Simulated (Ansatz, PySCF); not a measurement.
Reaction R1 + 2 R2 → 3 P1, each structure at its B3LYP-D3(BJ)/def2-TZVP stationary point, reached from a drawn start (curvature not checked).
R1, BCl3 (SMILES ClB(Cl)Cl) (charge 0, multiplicity 1):
```xyz
4

B      0.000     0.000     0.000
Cl    -1.154     1.298    -0.173
Cl     0.250    -1.126    -1.310
Cl     0.904    -0.172     1.483
```
P1: BClF2 (SMILES FB(F)Cl), charge 0, multiplicity 1.
R2: BF3 (SMILES FB(F)F), charge 0, multiplicity 1.

P less R. No zero-point or thermal terms.

Run with Ansatz (Gaussian basis) for Hartree–Fock, density functionals and correlated methods; PySCF for the D3/D4 terms. All values are computed, each at the level named.

One of these levels gives -0.8 kJ/mol for the reaction energy. Which one is it?
A) B3LYP-D4/def2-TZVPP
B) BLYP/def2-TZVPP
C) B3LYP/def2-TZVPP
D) r2SCAN/def2-TZVPP

B, BLYP/def2-TZVPP. The others give 3.4 (r2SCAN/def2-TZVPP), 1.7 (B3LYP/def2-TZVPP), 5.3 (B3LYP-D4/def2-TZVPP)

Ansatz is a program for electronic structure.
